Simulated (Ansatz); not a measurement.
Reactions of C3H7AlSi, SMILES `[AlH2][C]1=C[SiH2]C1`.

Calculated with Ansatz (gas phase, PBE0-D4/def2-TZVP geometries, no zero-point term in ΔE). CCSD(T)/CBS adds triple-zeta CCSD(T) − MP2 to the extrapolated MP2 energy (def2 sets, frozen cores). This one scheme is used for every species. Double bonds are as drawn, so ΔE can hold a change between cis and trans. Each species was taken in one conformer, which may not be the lowest.

**Question.** Order these by ΔE at CCSD(T)/CBS, lowest first. (Estimate.)
A. `[AlH2][C]1=C[SiH2]C1` + `CBF` → `C[B](F)[AlH2]` + `C1=C[SiH2]C1`
B. `[AlH2][C]1=C[SiH2]C1` + `O/C=N/[SiH3]` → `[AlH2][O]/C=N\[SiH3]` + `C1=C[SiH2]C1`
C. `[AlH2][C]1=C[SiH2]C1` + `N[SiH]([SiH3])O[SiH3]` → `[AlH2][SiH]([SiH3])O[SiH3]` + `NC1=C[SiH2]C1`
D. `[AlH2][C]1=C[SiH2]C1` + `NB(O)F` → `OB(F)[NH][AlH2]` + `C1=C[SiH2]C1`

**Answer.** B (-27.0 kcal/mol), D (-23.4 kcal/mol), A (+12.4 kcal/mol), C (+22.0 kcal/mol).

Largest T1 diagnostic: 0.015, for `[AlH2][O]/C=N\[SiH3]`.
